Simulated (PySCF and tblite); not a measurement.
Values are calculated unless marked as measured or tabulated.
C7H14, numbered as in [CH3:1][CH:2]1[CH2:3][CH2:4][CH2:5][CH2:6][CH2:7]1.

Level: PBE0-D3(BJ)/def2-TZVP//PBE0-D3(BJ)/def2-SVP, thermal terms from GFN2-xTB, symmetry numbers and mirror pairs counted. Conformers within 4 kcal/mol (GFN2-xTB free energy) were kept, 5 at most. Run with PySCF (density fitting) and tblite.

The 6-ring runs over atoms 2–3–4–5–6–7.

```
conformer                                       shape  symmetry
        1                     6-ring chair (C1 axial)        Cs
        2  6-ring chair (all substituents equatorial)        Cs
```

(1) Which of these conformers is the most populated at 298.15 K, and with what share?

(2) Give the DFT energies and free energies relative to the lowest, and all weights.

(3) How does its share change from 180 K to 400 K?

Results:

(1) Conformer 2, about 97 %.

(2) 
```tsv
conformer	shape	E(DFT) kcal/mol	G(298.15 K) kcal/mol	weight %
1	6-ring chair (C1 axial)	1.81	2.01	3.3
2	6-ring chair (all substituents equatorial)	0.00	0.00	96.7
```

(3) From 100 % to 93 %; the mixing entropy goes from 0.05 to 0.51 cal/(mol K).
